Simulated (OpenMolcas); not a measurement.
**S III: CASPT2 settings compared**

```
Program             : OpenMolcas
Basis               : ANO-RCC-VDZ [4s3p]
Scalar Hamiltonian  : X2C, point nucleus
Active space        : 2 electrons in 3 orbitals (3p)
State averaging     : 2S+1 = 3 even, 3 roots; 2S+1 = 1 even, 6 roots
Spin-orbit coupling : state interaction with AMFI integrals over the reference wave functions, term energies averaged over their components
```

Methods on the same reference wave functions:
A. CASSCF
B. SS-CASPT2, IPEA 0 Eh, sigma2 regulariser 0.25 Eh (closed shells correlated: 2s 2p 3s)
C. XMS-CASPT2, IPEA 0.1 Eh, imaginary shift 0.3 Eh (closed shells correlated: 2s 2p 3s)
D. XMS-CASPT2, IPEA 0.3 Eh, sigma1 regulariser 0.3 Eh (closed shells correlated: 2s 2p 3s)

Energies in cm-1 above 3s2 3p2 3P0, the measured ground level; measured values from NIST levels in Podobedova, Kelleher and Wiese, J. Phys. Chem. Ref. Data 38, 171 (2009).

```csv
Level,A,B,C,D,Measured
3s2 3p2 3P0,0.0,0.0,0.0,0.0,0.0
3s2 3p2 3P1,256,260,259,259,299
3s2 3p2 3P2,733,737,736,736,833
3s2 3p2 1D2,14158,14050,14060,14140,11323
3s2 3p2 1S0,34480,27580,28320,28610,27161
```

Deviations, from unrounded energies. A percentage is the sum of absolute deviations over the sum of measured energies, with the sign that they share, or ± where signs differ.

| Against measurement | Levels | A | B | C | D |
| --- | --- | --- | --- | --- | --- |
| mean absolute deviation (cm-1) | 4 | 2600 | 820 | 1000 | 1100 |
| fine structure of the ground term (%) | 2 | -12.6 | -12.0 | -12.1 | -12.1 |
| other terms of the ground configuration (%) | 2 | +26.4 | +8.2 | +10.1 | +11.1 |

B lies closest to measurement on these levels and A furthest from it. The largest miss of B in the table is 3s2 3p2 1D2, by +2700 cm-1. The ranking rests on the paired levels alone, and a cruder setting can come out closer through cancelling errors.

Among B to D the level of the table that moves most is 3s2 3p2 1S0, by 1000 cm-1 (lowest in B, highest in D). Moves below CASPT2's spread within the term are not significant.

The mean deviations of B to D differ by less than CASPT2's widest spread within a term (400 cm-1), so their order carries little weight.

From A to B the spin-free energies of the other terms of 3s2 3p2 shown, above 3P, scale by factors of 0.80 to 0.99.

The lowest spin-free term lies below A's lowest term by 0.014 hartree in B, 0.016 hartree in C, 0.016 hartree in D.

CASPT2 breaks the degeneracy within a term, and the mean is taken; among the terms shown or strongly mixed into the levels shown the widest spread is 400 cm-1 (3s2 3p2 1D, D). With the s shell closed, the reference lacks s² → p² mixing. Some terms miss by over 15 % even with CASPT2, which points to a basis or an active space too small for the shells correlated (holds for B; C; D). Measured partners are found by configuration, term and J. A level has none where our copy of the source lacks it or the pairing is in doubt (some pairs that miss far off the trend of their configuration count as doubtful), and it then counts in no deviation. Only configurations of the active space appear.
